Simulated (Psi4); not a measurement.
Psi4 was given this input:
```
memory 2 GB

molecule mol {
0 2
Si   -0.641284    2.181779    0.054815
Si    0.057974    0.012542   -0.353776
Si    2.165529   -0.555307    0.419552
Si   -1.564639   -1.634818   -0.227928
H     0.384270    3.151778   -0.343251
H    -0.963824    2.498413    1.453728
H    -1.851107    2.499564   -0.710887
H     3.172125    0.412344   -0.029490
H     2.577374   -1.867728   -0.088939
H     2.314220   -0.631626    1.880075
H    -1.053207   -2.917361   -0.722122
H    -2.729662   -1.293239   -1.050930
H    -2.096318   -1.910890    1.114537
}

set {
  basis aug-cc-pvdz
  reference uks
}

energy('pbe0')
print_variables()
```

Q: What does this run give for the <S^2>, total energy, nuclear repulsion energy, number of basis functions, dipole moment?

A: 
| Quantity | Value |
|---|---|
| <S^2> | 0.755 |
| total energy | -1162.8298 Eh |
| nuclear repulsion energy | 313.7221 Eh |
| number of basis functions | 189 |
| dipole moment | 0.02 D |

These values belong to the state on which the SCF converged, which isn't shown to be the lowest.
